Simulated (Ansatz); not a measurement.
`CN(C)c1ccc(-c2ccc(-c3ccc(-c4ccc(-c5ccc(-c6ccc(C#N)cc6)cc5)cc4)cc3)cc2)cc1` with charge +1. The state is a doublet with charge 1. Geometry r2SCAN-D4/def2-SVP, that of the neutral singlet; atoms count from 1.

```xyz
71

C    -2.746  -12.708    0.028
N    -3.633  -11.658    0.473
C    -4.951  -11.981    0.968
C    -3.221  -10.344    0.425
C    -4.054   -9.291    0.879
C    -3.629   -7.968    0.822
C    -2.363   -7.608    0.321
C    -1.923   -6.201    0.267
C    -0.565   -5.850    0.409
C    -0.149   -4.522    0.356
C    -1.070   -3.475    0.157
C    -0.629   -2.066    0.098
C     0.457   -1.606    0.868
C     0.871   -0.278    0.813
C     0.222    0.656   -0.018
C     0.661    2.065   -0.079
C     1.179    2.719    1.057
C     1.589    4.048    1.000
C     1.505    4.788   -0.195
C     1.939    6.198   -0.255
C     1.787    7.057    0.851
C     2.195    8.387    0.794
C     2.770    8.923   -0.374
C     3.199   10.335   -0.436
C     3.106   11.069   -1.636
C     3.507   12.399   -1.701
C     4.017   13.039   -0.555
C     4.431   14.406   -0.615
N     4.769   15.521   -0.664
C     4.116   12.318    0.652
C     3.712   10.989    0.703
C     2.921    8.066   -1.481
C     2.517    6.735   -1.422
C     0.991    4.134   -1.331
C     0.577    2.806   -1.274
C    -0.863    0.196   -0.790
C    -1.279   -1.131   -0.732
C    -2.427   -3.823    0.015
C    -2.842   -5.151    0.068
C    -1.539   -8.659   -0.125
C    -1.945   -9.988   -0.082
H    -3.236  -13.680    0.170
H    -1.799  -12.719    0.599
H    -2.488  -12.611   -1.044
H    -5.109  -13.065    0.897
H    -5.085  -11.687    2.026
H    -5.746  -11.484    0.381
H    -5.039   -9.506    1.296
H    -4.294   -7.191    1.210
H     0.177   -6.634    0.584
H     0.916   -4.292    0.452
H     0.974   -2.300    1.536
H     1.729    0.040    1.413
H     1.243    2.180    2.006
H     2.000    4.519    1.898
H     1.305    6.684    1.759
H     2.026    9.035    1.659
H     2.685   10.595   -2.526
H     3.419   12.958   -2.636
H     4.521   12.808    1.540
H     3.821   10.434    1.639
H     3.402    8.439   -2.391
H     2.687    6.087   -2.286
H     0.895    4.683   -2.273
H     0.198    2.324   -2.179
H    -1.402    0.898   -1.433
H    -2.115   -1.457   -1.357
H    -3.173   -3.036   -0.123
H    -3.902   -5.384   -0.066
H    -0.557   -8.429   -0.551
H    -1.268  -10.755   -0.461
```

Single mean-field runs in def2-SVP are fitted with def2-universal-jkfit.

(1) Estimate the Mulliken populations of the heavy atoms from the PBE0/def2-SVP orbitals of Ansatz.

(2) Where does the spin sit?

(3) And the Mayer bond orders between heavy atoms (over 0.3, the first 40 of 46)?

## Answers

(1) 
```tsv
atom	charge (e)	spin (α − β)
C1	0.04	-0.02
N2	-0.36	0.24
C3	0.04	-0.02
C4	0.21	0.01
C5	-0.06	0.08
C6	-0.02	-0.03
C7	0.05	0.16
C8	0.04	0.03
C9	-0.02	0.04
C10	-0.02	-0.01
C11	0.04	0.09
C12	0.03	0.03
C13	-0.02	0.02
C14	-0.02	-0.01
C15	0.04	0.06
C16	0.03	0.02
C17	-0.02	0.02
C18	-0.02	-0.01
C19	0.04	0.05
C20	0.03	0.01
C21	-0.03	0.02
C22	-0.02	-0.01
C23	0.04	0.04
C24	0.04	-0.01
C25	-0.03	0.01
C26	0.05	-0.01
C27	-0.14	0.02
C28	-0.06	-0.01
N29	0.01	0.01
C30	0.05	-0.01
C31	-0.03	0.01
C32	-0.03	-0.01
C33	-0.03	0.02
C34	-0.02	-0.01
C35	-0.02	0.02
C36	-0.02	-0.01
C37	-0.02	0.02
C38	-0.02	-0.01
C39	-0.02	0.04
C40	-0.02	-0.03
C41	-0.06	0.08
```
Mulliken values depend strongly on the basis.

(2) Summed by element: C 0.71, N 0.24, H 0.05, of 1 unpaired in all. Largest on single atoms: N2 0.24, C7 0.16, C11 0.09.

(3) C1–N2 0.97 (1.44 Å); N2–C3 0.97 (1.44 Å); N2–C4 1.21 (1.38 Å); C4–C5 1.24 (1.42 Å); C4–C41 1.24 (1.42 Å); C5–C6 1.49 (1.39 Å); C6–C7 1.29 (1.41 Å); C7–C8 1.08 (1.47 Å); C7–C40 1.29 (1.41 Å); C8–C9 1.31 (1.41 Å); C8–C39 1.31 (1.41 Å); C9–C10 1.45 (1.39 Å); C10–C11 1.32 (1.41 Å); C11–C12 1.05 (1.48 Å); C11–C38 1.32 (1.41 Å); C12–C13 1.33 (1.41 Å); C12–C37 1.33 (1.41 Å); C13–C14 1.44 (1.39 Å); C14–C15 1.33 (1.41 Å); C15–C16 1.04 (1.48 Å); C15–C36 1.33 (1.41 Å); C16–C17 1.34 (1.41 Å); C16–C35 1.33 (1.41 Å); C17–C18 1.43 (1.39 Å); C18–C19 1.34 (1.41 Å); C19–C20 1.03 (1.48 Å); C19–C34 1.34 (1.41 Å); C20–C21 1.34 (1.41 Å); C20–C33 1.34 (1.41 Å); C21–C22 1.42 (1.39 Å); C22–C23 1.35 (1.41 Å); C23–C24 1.02 (1.48 Å); C23–C32 1.35 (1.41 Å); C24–C25 1.36 (1.41 Å); C24–C31 1.36 (1.41 Å); C25–C26 1.41 (1.39 Å); C26–C27 1.35 (1.41 Å); C27–C28 1.09 (1.43 Å); C27–C30 1.35 (1.41 Å); C28–N29 2.98 (1.17 Å).
